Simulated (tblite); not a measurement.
Compound: phenyl isocyanate, C7H5NO.
Structure used (GFN2-xTB), in Å, numbered top down from 1:
```
atom  x, y, z in Å
O1     4.292    0.174    0.303
C2     3.158   -0.059    0.255
N3     2.051   -0.497    0.244
C4     0.712   -0.230    0.094
C5    -0.185   -1.287    0.209
C6    -1.539   -1.054    0.064
C7    -2.005    0.225   -0.197
C8    -1.109    1.276   -0.312
C9     0.248    1.057   -0.168
H10    0.191   -2.278    0.411
H11   -2.236   -1.874    0.154
H12   -3.063    0.403   -0.310
H13   -1.468    2.274   -0.515
H14    0.953    1.871   -0.255
```

Computed with GFN2-xTB (tblite): harmonic, unscaled wavenumbers at the GFN2-xTB geometry, gas phase. The method is semi-empirical: single wavenumbers can be off by several per cent or more. One conformer, not necessarily the lowest.

Harmonic wavenumbers (cm⁻¹): 68.5, 94.0, 228.9, 374.0, 381.8, 428.7, 450.2, 484.3, 541.7, 591.3, 652.3, 757.1, 764.4, 869.4, 893.1, 925.3, 929.7, 981.8, 1077.3, 1112.7, 1160.9, 1180.5, 1195.6, 1272.3, 1319.0, 1435.4, 1447.1, 1559.4, 1581.0, 1594.8, 2500.1, 3079.7, 3085.0, 3090.4, 3098.3, 3104.7.

A = 5519, B = 945.1, C = 806.9 MHz; mass 119.037 u (most abundant isotopes); point group Cs, symmetry number 1.

Q: What is the zero-point energy?

A: ½Σν̃ = 22155 cm⁻¹ = 63.34 kcal/mol.

Q: What is S at 500 K and 1 bar for an ideal gas of classical rigid rotors and harmonic oscillators?

A: Translation 42.83, rotation 30.27, vibration 31.86: S = 105.0 cal/(mol K).

Q: And Cp and H(500 K) − H(0)?

A: Cp = 44.07 cal/(mol K), of which vibrations give 36.12 (their classical limit is 36 R = 71.5); H(500 K) − H(0) = 12.77 kcal/mol without the zero-point energy, 8.80 from vibrations.

Q: Which modes carry the vibrational entropy at 500 K?

A: 68.5 cm⁻¹: 5.22; 94.0 cm⁻¹: 4.59; 228.9 cm⁻¹: 2.85; 374.0 cm⁻¹: 1.93; 381.8 cm⁻¹: 1.90; 428.7 cm⁻¹: 1.69 cal/(mol K); the other 30 give 13.67 together.

Q: Blend soft modes into free rotors: weight 1/[1 + (100 cm⁻¹/ν̃)⁴] for the oscillator and the rest for a rotor with moment μB/(μ + B), μ = h/(8π²ν), B = 10⁻⁴⁴ kg m². What vibrational entropy results?

A: 29.99 cal/(mol K) in place of 31.86, which changes −T·S at 500 K by +0.93 kcal/mol.

Hindered rotation and anharmonicity are outside this model. Other conformers, if any are populated, would add a mixing term that is left out.
